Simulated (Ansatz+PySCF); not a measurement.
Values are calculated unless marked as measured or tabulated.
## Ansatz (development build ahead of 0.2.0) run

```yaml
crystal:
  periodic: [false, false, false]
  atoms:
    - { symbol: H, position_ang: [0.52223, 0.0, 0.0] }
    - { symbol: H, position_ang: [-0.26112, 0.45227, 0.0] }
    - { symbol: H, position_ang: [-0.26112, -0.45227, 0.0] }
basis:
  gaussian: { orbitals: def2-SVP }
total_charge: 1
magnetization:
  spin_polarized: true
hamiltonian:
  xc: hf
scf:
  omitted_lower_state_checks: [stability, starts, atomic_configurations, cluster_reference, orbital_swaps, given_window_search, neighbouring_geometries, increment]
```

The input is written out in the form of the current development build from the run's settings.

The run gave:

```json
{
 "Converged": "yes",
 "Total energy": "-1.29398 hartree",
 "Spin squared of the determinant": "0.000"
}
```
